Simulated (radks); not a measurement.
Spherical quantum dot in the effective-mass picture: electrons in a hard-walled sphere of radius 2.74, with a point charge +2 (a donor) at the centre, all in effective atomic units (hartree* = m*/eps^2 hartree, bohr* = eps/m* bohr), one dielectric constant everywhere. Calculated with a radial shooting solver with Libxc functionals: non-relativistic Kohn-Sham, PBEsol, spin-polarised, spherical densities. Levels are named by radial order and angular momentum (1s, 1p, 1d, 2s, ...), and open shells are averaged over m. Results are scaled to m* = 0.188 and eps = 11.4, for which hartree* = 39.36 meV and bohr* = 3.209 nm.

N = 21, configuration 1s2 1p6 1d10 2s2 1f(up 1, down 0). This is the lowest configuration that the search found. Occupied and some empty levels:

| level | occupation | eigenvalue (meV) | <r> (nm) |
|---|---|---|---|
| 1s up | 1 | 374.88 | 4.829 |
| 1s down | 1 | 375.38 | 4.801 |
| 1p up | 3 | 396.27 | 5.861 |
| 1p down | 3 | 396.98 | 5.854 |
| 1d up | 5 | 422.75 | 6.166 |
| 1d down | 5 | 423.53 | 6.163 |
| 2s up | 1 | 425.66 | 3.637 |
| 2s down | 1 | 425.97 | 3.657 |
| 1f up | 1 | 457.30 | 6.382 |
| 1f down | 0 | 458.13 | 6.380 |
| 1g up | 0 | 499.50 | 6.552 |
| 1g down | 0 | 500.35 | 6.551 |
| 2p up | 0 | 504.28 | 4.446 |
| 2p down | 0 | 504.61 | 4.446 |
| 2d up | 0 | 565.47 | 4.954 |
| 2d down | 0 | 565.89 | 4.953 |

Energy (meV): total 4452.98, kinetic 1721.4, external -1149.2, Hartree 4365.6, exchange-correlation -484.82.

Electron density:

| r (nm) | n(r) (e/nm^3) |
|---|---|
| 0.457 | 0.08601 |
| 0.895 | 0.05077 |
| 1.33 | 0.03059 |
| 1.77 | 0.01897 |
| 2.21 | 0.01239 |
| 2.65 | 0.008894 |
| 3.09 | 0.007397 |
| 3.52 | 0.007232 |
| 3.96 | 0.007979 |
| 4.40 | 0.009304 |
| 4.84 | 0.01085 |
| 5.28 | 0.01226 |
| 5.71 | 0.01309 |
| 6.15 | 0.01298 |
| 6.59 | 0.01169 |
| 7.03 | 0.009220 |
| 7.47 | 0.006028 |
| 7.91 | 0.002936 |
| 8.35 | 0.0007589 |
| 8.78 | 1.835e-06 |
